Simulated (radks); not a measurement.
Values are calculated unless marked as measured or tabulated.
Ionisation of the nickel ion Ni+, [Ar] 3d9, to [Ar] 3d8 as the strength of local exchange is varied. Code: a radial shooting solver on a logarithmic mesh with Libxc functionals. Model: scalar-relativistic Kohn-Sham, Slater X-alpha exchange (alpha = 2/3 is LDA exchange), no correlation, spin-polarised, spherical densities, finite nucleus; open shells are filled with parallel spins first; Fermi nuclear charge, rms radius 3.7757 fm.

| alpha | E(Ni+) (hartree) | exchange (hartree) | IE (eV) | -e of the level emptied (eV) | <r> of it (bohr) |
|---|---|---|---|---|---|
| 0.667 | -1515.45147 | -58.35116 | 18.357 | 11.423 (3d) | 1.096 |
| 0.814 | -1528.38103 | -71.87882 | 20.876 | 13.515 (3d) | 1.048 |
| 0.877 | -1533.95917 | -77.74938 | 22.034 | 14.496 (3d) | 1.029 |
| 0.914 | -1537.24551 | -81.21747 | 22.736 | 15.096 (3d) | 1.019 |
| 0.939 | -1539.47032 | -83.56926 | 23.220 | 15.511 (3d) | 1.012 |
| 0.954 | -1540.80687 | -84.98361 | 23.513 | 15.765 (3d) | 1.007 |
| 1.003 | -1545.18164 | -89.62089 | 24.491 | 16.612 (3d) | 0.9941 |

NIST Atomic Spectra Database: 18.169 eV (measured). The central value is not met in this range of alpha. Open shells are spherical and high-spin; term and fine-structure splittings are not resolved.
